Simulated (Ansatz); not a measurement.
Stepwise reaction of `F[SiH2]F` with water, as a gas-phase model of exchange steps in deposition or etching. ΔE in kJ/mol; ΔG adds harmonic PBE0-D4 terms to CCSD(T)/CBS, at 1 bar.

Computed with Ansatz on PBE0-D4/def2-TZVP structures; ΔE is electronic, products minus reactants. CCSD(T)/CBS adds triple-zeta CCSD(T) − MP2 to the extrapolated MP2 energy (def2 sets, frozen cores). This one scheme is used for every species. Functionals use def2-TZVPP. B3LYP here is the variant with VWN-RPA as its local correlation; programs differ in this. Each species was taken in one conformer, which may not be the lowest.

| step | reaction | PBE-D4 | B3LYP-D4 | ωB97M-V | CCSD(T)/CBS | ΔG(500 K) |
| --- | --- | --- | --- | --- | --- | --- |
| 1 | `F[SiH2]F` + H₂O → `O[SiH](F)F` + H₂ | -99.2 | -104.9 | -106.4 | -102.9 | -103.8 |
| 2 | `O[SiH](F)F` + H₂O → `O[Si](O)(F)F` + H₂ | -84.9 | -91.6 | -93.3 | -90.6 | -86.5 |

Task: By hand: ΔE of the 2 steps together at CCSD(T)/CBS.

Result: (-102.9) + (-90.6) = -193.5 kJ/mol, or -96.8 kJ/mol a step.

In ΔE each step is higher than the one before. All are downhill at CCSD(T)/CBS. ΔG lies between -103.8 and -86.5 kJ/mol a step. PBE-D4 differs from CCSD(T)/CBS by 3.7 to 5.7 kJ/mol a step. Isolated molecules leave out the surface, adducts and barriers. Largest T1 diagnostic: 0.012.
